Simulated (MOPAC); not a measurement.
MOPAC input (PM7):

```
PM7 1SCF UHF MS=0.5 GEO-OK AUX(PRECISION=9) THREADS=1
C2H7Ge

C    -1.64531300 1   -0.69671500 1    0.04491900 1
Ge   -0.02813300 1    0.35274100 1   -0.07007500 1
C     1.56829700 1   -0.76538400 1    0.23455700 1
H    -2.10191300 1   -1.15193300 1   -0.82562700 1
H    -2.13785500 1   -0.89465700 1    0.98942000 1
H     0.06085100 1    0.99405700 1   -1.47050100 1
H    -0.06958400 1    1.46921600 1    0.99483900 1
H     1.52086700 1   -1.22240000 1    1.22247400 1
H     2.46925000 1   -0.15526500 1    0.17011200 1
H     1.62075100 1   -1.55413400 1   -0.51516400 1
```

From the output:

```
                                                       MOPAC v23.2.5 Linux

          FINAL HEAT OF FORMATION =         40.31936 KCAL/MOL =     168.69619 KJ/MOL

          COSMO AREA              =        113.79 SQUARE ANGSTROMS
          COSMO VOLUME            =        101.64 CUBIC ANGSTROMS

          IONIZATION POTENTIAL    =          9.665378 EV
          ALPHA SOMO LUMO (EV)    =         -9.665  0.103
          BETA  SOMO LUMO (EV)    =        -10.985 -0.134
          NO. OF ALPHA ELECTRONS  =         10
          NO. OF BETA  ELECTRONS  =          9
          MOLECULAR WEIGHT        =        103.6673         POINT GROUP:  Cs

          MOLECULAR DIMENSIONS (Angstroms)

            Atom       Atom       Distance
            H     9    H     4     4.78334
            H    10    H     7     3.71856
            H     8    H     6     3.29373

          SCF CALCULATIONS        =          1

   ATOM   CHEMICAL          X               Y               Z
  NUMBER   SYMBOL      (ANGSTROMS)     (ANGSTROMS)     (ANGSTROMS)

     1       C         -1.64531300  *  -0.69671500  *   0.04491900  *
     2      Ge         -0.02813300  *   0.35274100  *  -0.07007500  *
     3       C          1.56829700  *  -0.76538400  *   0.23455700  *
     4       H         -2.10191300  *  -1.15193300  *  -0.82562700  *
     5       H         -2.13785500  *  -0.89465700  *   0.98942000  *
     6       H          0.06085100  *   0.99405700  *  -1.47050100  *
     7       H         -0.06958400  *   1.46921600  *   0.99483900  *
     8       H          1.52086700  *  -1.22240000  *   1.22247400  *
     9       H          2.46925000  *  -0.15526500  *   0.17011200  *
    10       H          1.62075100  *  -1.55413400  *  -0.51516400  *

                             CARTESIAN COORDINATES

   1    C       -1.645313000    -0.696715000     0.044919000
   2   Ge       -0.028133000     0.352741000    -0.070075000
   3    C        1.568297000    -0.765384000     0.234557000
   4    H       -2.101913000    -1.151933000    -0.825627000
   5    H       -2.137855000    -0.894657000     0.989420000
   6    H        0.060851000     0.994057000    -1.470501000
   7    H       -0.069584000     1.469216000     0.994839000
   8    H        1.520867000    -1.222400000     1.222474000
   9    H        2.469250000    -0.155265000     0.170112000
  10    H        1.620751000    -1.554134000    -0.515164000

           Empirical Formula: C2 H7 Ge  =    10 atoms

      MOLECULAR POINT GROUP   :   Cs

          ALPHA EIGENVALUES
 -24.28099 -22.53712 -16.87084 -14.78237 -14.12429 -13.89983 -11.52237 -11.37514
 -11.18885  -9.66538   0.10258   0.65436   1.38270   4.06576   5.74735   5.79569
   5.98283   6.41562   7.01370

           BETA EIGENVALUES
 -24.26490 -22.07153 -16.74130 -14.62827 -14.09395 -13.77119 -11.18654 -11.13657
 -10.98516  -0.13441   0.63238   1.15911   1.43013   4.19416   5.75742   5.80581
   6.17049   6.67727   7.01684

              NET ATOMIC CHARGES AND DIPOLE CONTRIBUTIONS

  ATOM NO.   TYPE          CHARGE      No. of ELECS.   s-Pop       p-Pop
    1          C          -0.394356        4.3944     1.14617     3.24819
    2         Ge          -0.079978        4.0800     1.00169     3.07829
    3          C          -0.566886        4.5669     1.04630     3.52058
    4          H           0.149932        0.8501     0.85007
    5          H           0.149979        0.8500     0.85002
    6          H           0.115837        0.8842     0.88416
    7          H           0.116738        0.8833     0.88326
    8          H           0.171030        0.8290     0.82897
    9          H           0.166589        0.8334     0.83341
   10          H           0.171115        0.8289     0.82888
 DIPOLE           X         Y         Z       TOTAL
 POINT-CHG.     0.355     0.765    -0.122     0.853
 HYBRID        -0.084    -0.319     0.057     0.335
 SUM            0.272     0.446    -0.065     0.526

          ATOMIC ORBITAL ELECTRON POPULATIONS

     Atom    s        px        py        pz
    1  C   1.14617   1.06053   1.03269   1.15497
    2 Ge   1.00169   0.91433   1.02944   1.13451
    3  C   1.04630   1.13809   1.17652   1.20597
    4  H   0.85007
    5  H   0.85002
    6  H   0.88416
    7  H   0.88326
    8  H   0.82897
    9  H   0.83341
   10  H   0.82888

                    (SZ)    =    0.500000
                    (S**2)  =    0.760071

          ATOMIC ORBITAL SPIN POPULATIONS

    Atom   Total    s     px     py     pz
         Atomic
    1  C  1.1111  0.035  0.342  0.684  0.050
    2 Ge -0.1347 -0.015 -0.064 -0.042 -0.014
    3  C  0.0596  0.007  0.034  0.015  0.003
    4  H -0.0314 -0.031
    5  H -0.0314 -0.031
    6  H  0.0146  0.015
    7  H  0.0184  0.018
    8  H -0.0019 -0.002
    9  H -0.0024 -0.002
   10  H -0.0019 -0.002

 **********************
 *                    *
 * JOB ENDED NORMALLY *
 *                    *
 **********************

 == MOPAC DONE ==
```

The geometry given is a B3LYP-D3(BJ)/def2-TZVP minimum.
